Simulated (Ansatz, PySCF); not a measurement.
Species: sum formula HS₂O (charge +1, singlet). It need not be the lowest isomer of its formula. 
Structure (B3LYP-D3(BJ)/def2-TZVP (Ansatz, an electronic-structure program) minimum search):
```
S
O 1 1.4347
S 1 2.0141 2 113.68
H 3 1.3600 1 94.72 2 0.00
```
Charge +1, spin multiplicity 1.

Total electronic energies in hartree. Correlated levels leave the core frozen unless marked. Spin-orbit coupling is left out. No relativistic terms. CBS marks a two-point X^-3 extrapolation of the correlation energy; Hartree-Fock from the larger set.

The Hartree-Fock reference is unstable (checked in the largest basis), which strains HF and MP2. The T1 diagnostic of CCSD in the largest basis is 0.026, which is high, so the coupled-cluster rows are less sure than usual.

| level | program | energy (Eh) |
|---|---|---|
| RI-HF/cc-pV(T+d)Z | Ansatz | -870.21198 |
| SVWN5/def2-TZVPD | PySCF | -868.67339 |
| M06-L/def2-TZVPD | PySCF | -871.90485 |
| r2SCAN-D4/def2-TZVPD | Ansatz + dftd4 | -871.83305 |
| B3LYP-D4/def2-TZVPD | Ansatz + dftd4 | -871.95295 |
| B2GP-PLYP-D4/def2-TZVPD | Ansatz + dftd4 | -871.51278 |
| B2GP-PLYP/def2-TZVPD | Ansatz | -871.51165 |
| B2PLYP/def2-TZVPD | Ansatz | -871.61976 |
| MP2/STO-3G | Ansatz | -860.57850 |
| SCS-MP2/STO-3G | Ansatz | -860.58215 |
| SCS-MP2/6-31G* | Ansatz | -870.50468 |
| CCSD/STO-3G | Ansatz | -860.60487 |
| CCSD/6-31G | Ansatz | -870.14346 |
| CCSD(T)/6-31G | Ansatz | -870.15730 |
| CCSD(T)/CBS(cc-pV(T+d)Z,cc-pV(Q+d)Z) | Ansatz | -870.9452 |

Totals of different functionals don't rank their quality; only differences between species are comparable.
